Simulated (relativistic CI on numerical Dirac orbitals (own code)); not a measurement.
# As5+: q coefficients and field-shift factors

Computed by Dirac-Coulomb-Breit CI, orbitals from a KLI potential per configuration, valence Slater integrals scaled by 0.85, P86 correlation energy added to each configuration, derivatives by finite differences, QED left out (own radial code, finite nucleus).

Configurations in the expansion (outside the closed core [Ar]): 3d¹⁰, 3d⁹4s, 3d⁹4p, 3d⁹4d, 3d⁹4f, 3d⁸4s², 3d⁸4s4p, 3d⁸4p². Levels of other configurations are missing.

With x = (α/α₀)² − 1 an excitation energy changes as ω = ω₀ + qx; K = 2q/ω₀ is the relative enhancement. Terms are leading LS components, so labels can repeat. The field-shift factor is F = δν/δ⟨r²⟩ for the transition from the lowest level.

Lowest level 3d¹⁰ ¹S0.

```csv
Level,ω₀ (cm⁻¹),q (cm⁻¹),F (GHz/fm²)
3d⁹4s ³D3,330919,-17280,7.44
3d⁹4s ³D2,332913,-16280,7.41
3d⁹4s ³D1,336507,-11770,7.47
3d⁹4s ¹D2,339709,-12510,7.34
3d⁹4p ³P°2,435083,-12630,1.69
3d⁹4p ³F°3,439013,-13620,1.69
3d⁹4p ³P°1,440309,-7279,1.69
3d⁹4p ³F°4,441983,-9118,1.67
3d⁹4p ³F°2,442836,-8816,1.71
3d⁹4p ³P°0,443441,-3589,1.7
3d⁹4p ¹F°3,448011,-7944,1.68
3d⁹4p ¹D°2,448074,-9909,1.69
3d⁹4p ³D°3,450255,-5262,1.69
```

At this charge configurations can still be misplaced by up to about 7 % of their energy.

Task: Which transition from the lowest level has the largest |K|?

Result: 3d⁹4s ³D3 at 330919 cm⁻¹, K = -0.104.
